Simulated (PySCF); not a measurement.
Compound: C3H9NO2Si.
SMILES: `CN[SiH2]OC(C)=O`

Torsions of this conformer, `[CH3:1][NH:2][SiH2:3][O:4][C:5]([CH3:6])=[O:7]`: C1–N2–Si3–O4 73°, N2–Si3–O4–C5 180°, Si3–O4–C5–C6 179°.

The closed-shell ground state was solved at several levels (PySCF, density fitting, gas phase, non-relativistic). One conformer (not necessarily the lowest) at the PBE0-D3(BJ)/def2-SVP geometry, without solvent, vibrations or thermal averaging.

| level | basis functions | HOMO (eV) | LUMO (eV) | gap (eV) | dipole (D) |
| --- | --- | --- | --- | --- | --- |
| KT3/pcSseg-1 | 171 | -5.85 | -0.74 | 5.11 | 2.94 |
| CAM-B3LYP/def2-SVPD | 222 | -8.61 | 1.03 | 9.64 | 3.00 |

**Question.** Estimate the row for PBE0/pcSseg-1, a basis of 171 functions; the other rows only guide the guess.

**Answer.** HOMO -7.15 eV, LUMO 0.30 eV, gap 7.45 eV, dipole 3.06 D.

**Question.** Over all these levels, which gives the widest orbital gap and which the narrowest?

**Answer.** CAM-B3LYP/def2-SVPD (range-separated hybrid) has the widest, 9.64 eV, and KT3/pcSseg-1 (GGA) the narrowest, 5.11 eV. Functional and basis both differ between the two, so the spread mixes both effects.

**Question.** How far do the dipole and the HOMO energy spread over the levels?

**Answer.** The dipole runs from 2.94 to 3.06 D (mean 3.00 D) and the HOMO from -8.61 to -5.85 eV.
